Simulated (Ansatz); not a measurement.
Molecular dynamics of CH$_{9}$B$_{2}$NOSi

input.yaml

```yaml
crystal:
  periodic: [false, false, false]
  atoms:
    - { symbol: B, position_ang: [0.130906, -1.990704, 0.883635] }
    - { symbol: O, position_ang: [0.588294, -1.367976, -0.230626] }
    - { symbol: C, position_ang: [0.420213, 0.134763, -0.396492] }
    - { symbol: B, position_ang: [1.059131, 1.057233, 0.660158] }
    - { symbol: "N", position_ang: [0.617365, 0.48325, -1.85423] }
    - { symbol: Si, position_ang: [-1.402071, 0.760091, 0.072637] }
    - { symbol: H, position_ang: [0.342734, -3.151526, 0.933314] }
    - { symbol: H, position_ang: [-0.455294, -1.432575, 1.744833] }
    - { symbol: H, position_ang: [1.207562, 2.199068, 0.405243] }
    - { symbol: H, position_ang: [1.287287, 0.649288, 1.742199] }
    - { symbol: H, position_ang: [1.632381, 0.210315, -2.054395] }
    - { symbol: H, position_ang: [0.085198, -0.277682, -2.389401] }
    - { symbol: H, position_ang: [-2.275913, -0.396006, -0.076066] }
    - { symbol: H, position_ang: [-1.491267, 1.253268, 1.441911] }
    - { symbol: H, position_ang: [-1.768524, 1.818495, -0.853321] }
magnetization:
  spin_polarized: true
basis:
  gaussian: { orbitals: STO-3G }
hamiltonian:
  xc: pbe
md:
  timestep: 0.5
  n_steps: 181
  ensemble: nvt_nose_hoover
  temperature: 500.0
  initial_velocities: maxwell_boltzmann
  seed: 339345
```

Run as:

```bash
$ ansatz run input.yaml --threads 1 --pin off --max-ram 2048MiB --backend cpu --events-out ev --progress --plain --runs-dir out
```

It starts from a relaxed structure.

Output, in part (one step line in 2, the closing report, with atoms numbered from 0):

```
md step     0: t =     0.00 fs  T =   500.0 K  F+E_penalty+E_count = -13769.42485512 eV  E_kin = 0.840190 eV  conserved = -13768.58466513 eV  (26 SCF iters)
md step     2: t =     1.00 fs  T =   457.7 K  F+E_penalty+E_count = -13769.35282343 eV  E_kin = 0.769101 eV  conserved = -13768.58372363 eV  (30 SCF iters)
md step     4: t =     2.00 fs  T =   362.5 K  F+E_penalty+E_count = -13769.19099167 eV  E_kin = 0.609144 eV  conserved = -13768.58186241 eV  (30 SCF iters)
md step     6: t =     3.00 fs  T =   278.6 K  F+E_penalty+E_count = -13769.04894449 eV  E_kin = 0.468168 eV  conserved = -13768.58083061 eV  (24 SCF iters)
md step     8: t =     4.00 fs  T =   242.7 K  F+E_penalty+E_count = -13768.98904170 eV  E_kin = 0.407821 eV  conserved = -13768.58134448 eV  (23 SCF iters)
md step    10: t =     5.00 fs  T =   239.0 K  F+E_penalty+E_count = -13768.98387594 eV  E_kin = 0.401646 eV  conserved = -13768.58245960 eV  (23 SCF iters)
md step    12: t =     6.00 fs  T =   229.5 K  F+E_penalty+E_count = -13768.96824273 eV  E_kin = 0.385654 eV  conserved = -13768.58296425 eV  (23 SCF iters)
md step    14: t =     7.00 fs  T =   196.1 K  F+E_penalty+E_count = -13768.91146234 eV  E_kin = 0.329527 eV  conserved = -13768.58248195 eV  (24 SCF iters)
md step    16: t =     8.00 fs  T =   155.9 K  F+E_penalty+E_count = -13768.84272434 eV  E_kin = 0.261993 eV  conserved = -13768.58145455 eV  (24 SCF iters)
md step    18: t =     9.00 fs  T =   145.1 K  F+E_penalty+E_count = -13768.82367187 eV  E_kin = 0.243750 eV  conserved = -13768.58082771 eV  (24 SCF iters)
md step    20: t =    10.00 fs  T =   184.8 K  F+E_penalty+E_count = -13768.89078350 eV  E_kin = 0.310615 eV  conserved = -13768.58131409 eV  (28 SCF iters)
md step    22: t =    11.00 fs  T =   257.9 K  F+E_penalty+E_count = -13769.01443019 eV  E_kin = 0.433383 eV  conserved = -13768.58256582 eV  (24 SCF iters)
md step    24: t =    12.00 fs  T =   320.2 K  F+E_penalty+E_count = -13769.11943998 eV  E_kin = 0.537984 eV  conserved = -13768.58351466 eV  (30 SCF iters)
md step    26: t =    13.00 fs  T =   337.2 K  F+E_penalty+E_count = -13769.14747264 eV  E_kin = 0.566696 eV  conserved = -13768.58349154 eV  (30 SCF iters)
md step    28: t =    14.00 fs  T =   309.0 K  F+E_penalty+E_count = -13769.09838648 eV  E_kin = 0.519159 eV  conserved = -13768.58262290 eV  (31 SCF iters)
md step    30: t =    15.00 fs  T =   265.7 K  F+E_penalty+E_count = -13769.02395211 eV  E_kin = 0.446401 eV  conserved = -13768.58158422 eV  (25 SCF iters)
md step    32: t =    16.00 fs  T =   243.3 K  F+E_penalty+E_count = -13768.98549308 eV  E_kin = 0.408833 eV  conserved = -13768.58129474 eV  (24 SCF iters)
md step    34: t =    17.00 fs  T =   252.0 K  F+E_penalty+E_count = -13769.00017676 eV  E_kin = 0.423436 eV  conserved = -13768.58200538 eV  (24 SCF iters)
md step    36: t =    18.00 fs  T =   268.4 K  F+E_penalty+E_count = -13769.02786692 eV  E_kin = 0.451005 eV  conserved = -13768.58283807 eV  (24 SCF iters)
md step    38: t =    19.00 fs  T =   264.3 K  F+E_penalty+E_count = -13769.02034034 eV  E_kin = 0.444178 eV  conserved = -13768.58291319 eV  (24 SCF iters)
md step    40: t =    20.00 fs  T =   236.3 K  F+E_penalty+E_count = -13768.97195154 eV  E_kin = 0.397132 eV  conserved = -13768.58233844 eV  (24 SCF iters)
md step    42: t =    21.00 fs  T =   204.0 K  F+E_penalty+E_count = -13768.91634726 eV  E_kin = 0.342864 eV  conserved = -13768.58171264 eV  (27 SCF iters)
md step    44: t =    22.00 fs  T =   190.3 K  F+E_penalty+E_count = -13768.89225227 eV  E_kin = 0.319752 eV  conserved = -13768.58140302 eV  (24 SCF iters)
md step    46: t =    23.00 fs  T =   206.0 K  F+E_penalty+E_count = -13768.91817531 eV  E_kin = 0.346160 eV  conserved = -13768.58163622 eV  (24 SCF iters)
md step    48: t =    24.00 fs  T =   242.3 K  F+E_penalty+E_count = -13768.97895639 eV  E_kin = 0.407091 eV  conserved = -13768.58234959 eV  (30 SCF iters)
md step    50: t =    25.00 fs  T =   273.6 K  F+E_penalty+E_count = -13769.03133647 eV  E_kin = 0.459830 eV  conserved = -13768.58303811 eV  (30 SCF iters)
md step    52: t =    26.00 fs  T =   276.0 K  F+E_penalty+E_count = -13769.03428092 eV  E_kin = 0.463834 eV  conserved = -13768.58314334 eV  (30 SCF iters)
md step    54: t =    27.00 fs  T =   246.2 K  F+E_penalty+E_count = -13768.98242493 eV  E_kin = 0.413791 eV  conserved = -13768.58247658 eV  (30 SCF iters)
md step    56: t =    28.00 fs  T =   207.8 K  F+E_penalty+E_count = -13768.91585490 eV  E_kin = 0.349163 eV  conserved = -13768.58156394 eV  (24 SCF iters)
md step    58: t =    29.00 fs  T =   191.9 K  F+E_penalty+E_count = -13768.88802012 eV  E_kin = 0.322538 eV  conserved = -13768.58129388 eV  (24 SCF iters)
md step    60: t =    30.00 fs  T =   208.9 K  F+E_penalty+E_count = -13768.91593615 eV  E_kin = 0.350967 eV  conserved = -13768.58176759 eV  (24 SCF iters)
md step    62: t =    31.00 fs  T =   242.7 K  F+E_penalty+E_count = -13768.97223594 eV  E_kin = 0.407788 eV  conserved = -13768.58241371 eV  (24 SCF iters)
md step    64: t =    32.00 fs  T =   269.1 K  F+E_penalty+E_count = -13769.01577840 eV  E_kin = 0.452252 eV  conserved = -13768.58287062 eV  (30 SCF iters)
md step    66: t =    33.00 fs  T =   271.1 K  F+E_penalty+E_count = -13769.01756515 eV  E_kin = 0.455623 eV  conserved = -13768.58278936 eV  (30 SCF iters)
md step    68: t =    34.00 fs  T =   252.1 K  F+E_penalty+E_count = -13768.98334153 eV  E_kin = 0.423703 eV  conserved = -13768.58197984 eV  (24 SCF iters)
md step    70: t =    35.00 fs  T =   239.7 K  F+E_penalty+E_count = -13768.96022251 eV  E_kin = 0.402790 eV  conserved = -13768.58120954 eV  (23 SCF iters)
md step    72: t =    36.00 fs  T =   258.6 K  F+E_penalty+E_count = -13768.99085671 eV  E_kin = 0.434585 eV  conserved = -13768.58154714 eV  (24 SCF iters)
md step    74: t =    37.00 fs  T =   296.9 K  F+E_penalty+E_count = -13769.05470678 eV  E_kin = 0.498939 eV  conserved = -13768.58277649 eV  (29 SCF iters)
md step    76: t =    38.00 fs  T =   312.9 K  F+E_penalty+E_count = -13769.08048297 eV  E_kin = 0.525854 eV  conserved = -13768.58360266 eV  (30 SCF iters)
md step    78: t =    39.00 fs  T =   278.3 K  F+E_penalty+E_count = -13769.01990916 eV  E_kin = 0.467635 eV  conserved = -13768.58320013 eV  (30 SCF iters)
md step    80: t =    40.00 fs  T =   207.3 K  F+E_penalty+E_count = -13768.89767220 eV  E_kin = 0.348360 eV  conserved = -13768.58186998 eV  (23 SCF iters)
md step    82: t =    41.00 fs  T =   146.7 K  F+E_penalty+E_count = -13768.79347611 eV  E_kin = 0.246478 eV  conserved = -13768.58076234 eV  (24 SCF iters)
md step    84: t =    42.00 fs  T =   135.2 K  F+E_penalty+E_count = -13768.77332422 eV  E_kin = 0.227212 eV  conserved = -13768.58085971 eV  (27 SCF iters)
md step    86: t =    43.00 fs  T =   170.7 K  F+E_penalty+E_count = -13768.83287208 eV  E_kin = 0.286864 eV  conserved = -13768.58187545 eV  (24 SCF iters)
md step    88: t =    44.00 fs  T =   218.3 K  F+E_penalty+E_count = -13768.91217992 eV  E_kin = 0.366766 eV  conserved = -13768.58277271 eV  (24 SCF iters)
md step    90: t =    45.00 fs  T =   245.1 K  F+E_penalty+E_count = -13768.95557773 eV  E_kin = 0.411865 eV  conserved = -13768.58290702 eV  (24 SCF iters)
md step    92: t =    46.00 fs  T =   245.0 K  F+E_penalty+E_count = -13768.95287483 eV  E_kin = 0.411768 eV  conserved = -13768.58228138 eV  (24 SCF iters)
md step    94: t =    47.00 fs  T =   239.3 K  F+E_penalty+E_count = -13768.94036041 eV  E_kin = 0.402089 eV  conserved = -13768.58143250 eV  (24 SCF iters)
md step    96: t =    48.00 fs  T =   256.7 K  F+E_penalty+E_count = -13768.96731248 eV  E_kin = 0.431351 eV  conserved = -13768.58119076 eV  (24 SCF iters)
md step    98: t =    49.00 fs  T =   304.8 K  F+E_penalty+E_count = -13769.04657203 eV  E_kin = 0.512252 eV  conserved = -13768.58194780 eV  (30 SCF iters)
md step   100: t =    50.00 fs  T =   357.0 K  F+E_penalty+E_count = -13769.13256682 eV  E_kin = 0.599970 eV  conserved = -13768.58312161 eV  (30 SCF iters)
md step   102: t =    51.00 fs  T =   372.3 K  F+E_penalty+E_count = -13769.15551011 eV  E_kin = 0.625588 eV  conserved = -13768.58369792 eV  (30 SCF iters)
md step   104: t =    52.00 fs  T =   331.0 K  F+E_penalty+E_count = -13769.08231002 eV  E_kin = 0.556202 eV  conserved = -13768.58305237 eV  (30 SCF iters)
md step   106: t =    53.00 fs  T =   257.0 K  F+E_penalty+E_count = -13768.95375603 eV  E_kin = 0.431838 eV  conserved = -13768.58152716 eV  (24 SCF iters)
md step   108: t =    54.00 fs  T =   203.3 K  F+E_penalty+E_count = -13768.86041898 eV  E_kin = 0.341554 eV  conserved = -13768.58056770 eV  (23 SCF iters)
md step   110: t =    55.00 fs  T =   202.9 K  F+E_penalty+E_count = -13768.85854464 eV  E_kin = 0.340986 eV  conserved = -13768.58114280 eV  (23 SCF iters)
md step   112: t =    56.00 fs  T =   238.0 K  F+E_penalty+E_count = -13768.91651901 eV  E_kin = 0.399880 eV  conserved = -13768.58233374 eV  (24 SCF iters)
md step   114: t =    57.00 fs  T =   267.2 K  F+E_penalty+E_count = -13768.96362748 eV  E_kin = 0.448943 eV  conserved = -13768.58286701 eV  (23 SCF iters)
md step   116: t =    58.00 fs  T =   269.1 K  F+E_penalty+E_count = -13768.96384040 eV  E_kin = 0.452135 eV  conserved = -13768.58257090 eV  (24 SCF iters)
md step   118: t =    59.00 fs  T =   252.3 K  F+E_penalty+E_count = -13768.93222004 eV  E_kin = 0.423905 eV  conserved = -13768.58181622 eV  (23 SCF iters)
md step   120: t =    60.00 fs  T =   243.3 K  F+E_penalty+E_count = -13768.91393202 eV  E_kin = 0.408888 eV  conserved = -13768.58107146 eV  (24 SCF iters)
md step   122: t =    61.00 fs  T =   267.8 K  F+E_penalty+E_count = -13768.95239303 eV  E_kin = 0.450049 eV  conserved = -13768.58100587 eV  (24 SCF iters)
md step   124: t =    62.00 fs  T =   327.1 K  F+E_penalty+E_count = -13769.04977452 eV  E_kin = 0.549695 eV  conserved = -13768.58186465 eV  (24 SCF iters)
md step   126: t =    63.00 fs  T =   390.7 K  F+E_penalty+E_count = -13769.15383999 eV  E_kin = 0.656441 eV  conserved = -13768.58301789 eV  (30 SCF iters)
md step   128: t =    64.00 fs  T =   417.2 K  F+E_penalty+E_count = -13769.19468331 eV  E_kin = 0.701128 eV  conserved = -13768.58353342 eV  (30 SCF iters)
md step   130: t =    65.00 fs  T =   388.4 K  F+E_penalty+E_count = -13769.14110878 eV  E_kin = 0.652586 eV  conserved = -13768.58286061 eV  (30 SCF iters)
md step   132: t =    66.00 fs  T =   327.2 K  F+E_penalty+E_count = -13769.03305511 eV  E_kin = 0.549845 eV  conserved = -13768.58141290 eV  (30 SCF iters)
md step   134: t =    67.00 fs  T =   282.8 K  F+E_penalty+E_count = -13768.95440460 eV  E_kin = 0.475292 eV  conserved = -13768.58060439 eV  (24 SCF iters)
md step   136: t =    68.00 fs  T =   282.6 K  F+E_penalty+E_count = -13768.95152442 eV  E_kin = 0.474797 eV  conserved = -13768.58129327 eV  (24 SCF iters)
md step   138: t =    69.00 fs  T =   303.5 K  F+E_penalty+E_count = -13768.98484698 eV  E_kin = 0.510047 eV  conserved = -13768.58261566 eV  (30 SCF iters)
md step   140: t =    70.00 fs  T =   300.0 K  F+E_penalty+E_count = -13768.97598729 eV  E_kin = 0.504041 eV  conserved = -13768.58316243 eV  (30 SCF iters)
md step   142: t =    71.00 fs  T =   251.5 K  F+E_penalty+E_count = -13768.89059232 eV  E_kin = 0.422558 eV  conserved = -13768.58238383 eV  (30 SCF iters)
md step   144: t =    72.00 fs  T =   184.1 K  F+E_penalty+E_count = -13768.77346083 eV  E_kin = 0.309371 eV  conserved = -13768.58091194 eV  (24 SCF iters)
md step   146: t =    73.00 fs  T =   148.6 K  F+E_penalty+E_count = -13768.71100936 eV  E_kin = 0.249629 eV  conserved = -13768.58008028 eV  (24 SCF iters)
md step   148: t =    74.00 fs  T =   173.8 K  F+E_penalty+E_count = -13768.75212466 eV  E_kin = 0.291984 eV  conserved = -13768.58068188 eV  (27 SCF iters)
md step   150: t =    75.00 fs  T =   239.6 K  F+E_penalty+E_count = -13768.86178989 eV  E_kin = 0.402672 eV  conserved = -13768.58209543 eV  (24 SCF iters)
md step   152: t =    76.00 fs  T =   297.0 K  F+E_penalty+E_count = -13768.95600787 eV  E_kin = 0.499156 eV  conserved = -13768.58305940 eV  (30 SCF iters)
md step   154: t =    77.00 fs  T =   311.3 K  F+E_penalty+E_count = -13768.97613507 eV  E_kin = 0.523124 eV  conserved = -13768.58290636 eV  (30 SCF iters)
md step   156: t =    78.00 fs  T =   287.4 K  F+E_penalty+E_count = -13768.93129772 eV  E_kin = 0.482976 eV  conserved = -13768.58184067 eV  (30 SCF iters)
md step   158: t =    79.00 fs  T =   263.0 K  F+E_penalty+E_count = -13768.88592571 eV  E_kin = 0.441981 eV  conserved = -13768.58077598 eV  (30 SCF iters)
md step   160: t =    80.00 fs  T =   274.6 K  F+E_penalty+E_count = -13768.90214861 eV  E_kin = 0.461359 eV  conserved = -13768.58085531 eV  (29 SCF iters)
md step   162: t =    81.00 fs  T =   319.2 K  F+E_penalty+E_count = -13768.97479610 eV  E_kin = 0.536443 eV  conserved = -13768.58202846 eV  (29 SCF iters)
md step   164: t =    82.00 fs  T =   357.4 K  F+E_penalty+E_count = -13769.03560057 eV  E_kin = 0.600486 eV  conserved = -13768.58294330 eV  (29 SCF iters)
md step   166: t =    83.00 fs  T =   355.7 K  F+E_penalty+E_count = -13769.02829777 eV  E_kin = 0.597711 eV  conserved = -13768.58279795 eV  (30 SCF iters)
md step   168: t =    84.00 fs  T =   316.9 K  F+E_penalty+E_count = -13768.95807210 eV  E_kin = 0.532509 eV  conserved = -13768.58188749 eV  (30 SCF iters)
md step   170: t =    85.00 fs  T =   272.1 K  F+E_penalty+E_count = -13768.87816761 eV  E_kin = 0.457172 eV  conserved = -13768.58089259 eV  (30 SCF iters)
md step   172: t =    86.00 fs  T =   256.0 K  F+E_penalty+E_count = -13768.84769579 eV  E_kin = 0.430235 eV  conserved = -13768.58054385 eV  (30 SCF iters)
md step   174: t =    87.00 fs  T =   280.7 K  F+E_penalty+E_count = -13768.88661430 eV  E_kin = 0.471757 eV  conserved = -13768.58118984 eV  (30 SCF iters)
md step   176: t =    88.00 fs  T =   323.9 K  F+E_penalty+E_count = -13768.95652662 eV  E_kin = 0.544285 eV  conserved = -13768.58226423 eV  (30 SCF iters)
md step   178: t =    89.00 fs  T =   348.5 K  F+E_penalty+E_count = -13768.99417344 eV  E_kin = 0.585535 eV  conserved = -13768.58277905 eV  (30 SCF iters)
md step   180: t =    90.00 fs  T =   335.9 K  F+E_penalty+E_count = -13768.96850793 eV  E_kin = 0.564410 eV  conserved = -13768.58241336 eV  (30 SCF iters)
md step   181: t =    90.50 fs  T =   318.6 K  F+E_penalty+E_count = -13768.93716758 eV  E_kin = 0.535442 eV  conserved = -13768.58201789 eV  (26 SCF iters)
Total energy: -13768.93719428 eV, -505.9991089691 hartree
Atom 0 at     0.152601    -2.055797     0.847013 Å, force    -0.099860     1.289741    -0.025385 eV/Å
Atom 1 at     0.551931    -1.367900    -0.238709 Å, force    -0.063796     0.181602    -0.360099 eV/Å
Atom 2 at     0.364345     0.159545    -0.441861 Å, force     1.258197    -1.124849     0.227286 eV/Å
Atom 3 at     0.983866     1.118900     0.589833 Å, force    -0.630034    -0.492668     1.732976 eV/Å
Atom 4 at     0.739913     0.403624    -1.827953 Å, force     0.340075     1.003095    -1.206587 eV/Å
Atom 5 at    -1.389395     0.780296     0.122240 Å, force    -1.981866     0.350266    -1.722113 eV/Å
Atom 6 at     0.336540    -3.180756     0.787557 Å, force     0.238619    -1.306483     0.055869 eV/Å
Atom 7 at    -0.341955    -1.548823     1.774338 Å, force    -0.285608     0.140628     0.399845 eV/Å
Atom 8 at     0.926652     2.259277     0.434417 Å, force     0.461264     0.868264    -0.633481 eV/Å
Atom 9 at     1.135692     0.789752     1.725734 Å, force     0.309603    -0.214238    -0.453882 eV/Å
Atom 10 at     1.761650     0.121014    -2.005628 Å, force    -0.721539     0.120231     0.449058 eV/Å
Atom 11 at     0.177022    -0.174667    -2.505490 Å, force    -0.220849    -0.341566     0.042866 eV/Å
Atom 12 at    -2.291106    -0.390062     0.197438 Å, force     0.431722     0.361826     0.136773 eV/Å
Atom 13 at    -1.353402     1.490702     1.359262 Å, force     0.165964     0.090699     0.926220 eV/Å
Atom 14 at    -2.025666     1.789963    -0.804660 Å, force     0.798108    -0.926547     0.430655 eV/Å
Dipole moment:    -0.137640     0.167292    -0.292158 e Å
```

The run went to its last step. The conserved energy stayed within 0.31 meV per atom of its start (net change 0.18 meV per atom), so the integration is sound. The mean temperature of the second half is 43 % below the set value. A run of 0.09 ps of so small a system gives no equilibrium averages. Limits of this set-up: minimal basis.

The same pairs are bonded in the first frame and the last. Pairs count as bonded within 1.25 times the sum of covalent radii (0.12 Å more for H–H).

Last frame:

```xyz
15
Properties=species:S:1:pos:R:3
B 0.153 -2.056 0.847
O 0.552 -1.368 -0.239
C 0.364 0.160 -0.442
B 0.984 1.119 0.590
N 0.740 0.404 -1.828
Si -1.389 0.780 0.122
H 0.337 -3.181 0.788
H -0.342 -1.549 1.774
H 0.927 2.259 0.434
H 1.136 0.790 1.726
H 1.762 0.121 -2.006
H 0.177 -0.175 -2.506
H -2.291 -0.390 0.197
H -1.353 1.491 1.359
H -2.026 1.790 -0.805
```

Time of the run: 14 min on 1 thread of Arm Neoverse V2, on a shared host, peak memory 0.12 GiB.
